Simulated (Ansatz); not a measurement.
Program: Ansatz. Geometries: PBE0-D4/def2-TZVP. ΔE: electronic, gas phase. CCSD(T)/CBS adds triple-zeta CCSD(T) − MP2 to the extrapolated MP2 energy (def2 sets, frozen cores). This one scheme is used for every species. DFT in def2-TZVPP. B3LYP here is the variant with VWN-RPA as its local correlation; programs differ in this. One conformer a species, not always the lowest.

Consider the ligand exchange at the Si–N bond: `O[SiH2]N[SiH3]` + `O[SiH]1C=C1` → `O[SiH2]O[SiH]1C=C1` + `N[SiH3]`.

```tsv
level	ΔE (kcal/mol)
PBE0-D4	-10.2
B3LYP-D4	-11.6
ωB97X-V	-11.1
ωB97M-V	-10.8
PBE	-9.7
r2SCAN	-11.2
B3LYP	-12.0
CCSD/def2-TZVPP	-11.5
```

Task: What does CCSD(T)/CBS give? (Best estimate.)

Result: Ansatz gave: -11.0 kcal/mol. The listed levels differ from it by 0.8, -0.6, -0.1, 0.2, 1.3, -0.2, -1.0, -0.5 kcal/mol.

Largest T1 diagnostic among the species: 0.012.

In def2-TZVPP, CCSD(T) changes the Hartree–Fock value by +3.1 kcal/mol (the triples alone add +0.5 kcal/mol) and MP2 by +3.3 kcal/mol.
